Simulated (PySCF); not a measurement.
## Mayer bond orders and bond lengths

Species: C6H10N2Si.
Numbering: `[SiH3:1][NH:2][NH:3][c:4]1[cH:5][cH:6][cH:7][cH:8][cH:9]1` (hydrogens: H10, H11, H12 on Si1; H13 on N2; H14 on N3; H15 on C5; H16 on C6; H17 on C7; H18 on C8; H19 on C9)

Cartesian coordinates in Å at the GFN2-xTB level; atoms count from 1:
```xyz
19
C6H10N2Si angstrom
Si     2.785   -0.214    0.959
N      2.099   -0.805   -0.516
N      1.088   -0.121   -1.210
C     -0.166    0.052   -0.644
C     -0.673   -0.846    0.294
C     -1.958   -0.696    0.779
C     -2.762    0.340    0.336
C     -2.267    1.231   -0.602
C     -0.982    1.094   -1.087
H      1.855   -0.069    2.085
H      3.305    1.111    0.615
H      3.815   -1.204    1.248
H      2.040   -1.798   -0.692
H      1.449    0.705   -1.672
H     -0.055   -1.660    0.644
H     -2.334   -1.399    1.509
H     -3.766    0.453    0.718
H     -2.885    2.044   -0.954
H     -0.597    1.793   -1.817
```

Bond orders from the PBE0/pcSseg-1 density (PySCF). Geometry: GFN2-xTB, one conformer, isolated molecule.

(1) How far do the computed orders between heavy atoms stray from the drawn ones?

(2) Give the Mayer order of every bond between heavy atoms, beside its length.

Results:

(1) The largest departure is 0.155, at C9–C4 (drawn aromatic, 1.345), counting aromatic bonds as 1.5. The bonds drawn aromatic range from 1.34 to 1.48.

(2) 
```csv
bond,drawn as,length (Å),Mayer order
Si1–N2,single,1.730,0.939
N2–N3,single,1.405,1.008
N3–C4,single,1.386,1.018
C4–C5,aromatic,1.394,1.354
C5–C6,aromatic,1.382,1.460
C6–C7,aromatic,1.384,1.435
C7–C8,aromatic,1.386,1.419
C8–C9,aromatic,1.380,1.479
C9–C4,aromatic,1.396,1.345
```

Bonds between the same two heavy elements. C–C: lowest C9–C4 (1.345, 1.396 Å), highest C8–C9 (1.479, 1.380 Å).

Question: And the bonds to hydrogen?

Answer: H–Si: 0.91 to 0.94 (3 bonds); H–N: 0.93 (2 bonds); C–H: 0.94 to 0.97 (5 bonds).

Question: Sum the orders of all bonds at each heavy atom with more than one neighbour and set the sums beside the valence in the SMILES.

Answer: Si1 3.719 (drawn 4), N2 2.874 (drawn 3), N3 2.957 (drawn 3), C4 3.717 (drawn 4), C5 3.758 (drawn 4), C6 3.856 (drawn 4), C7 3.822 (drawn 4), C8 3.859 (drawn 4), C9 3.788 (drawn 4). Orders between atoms that aren't bonded are not in these sums.

Mayer orders depend on the basis set.
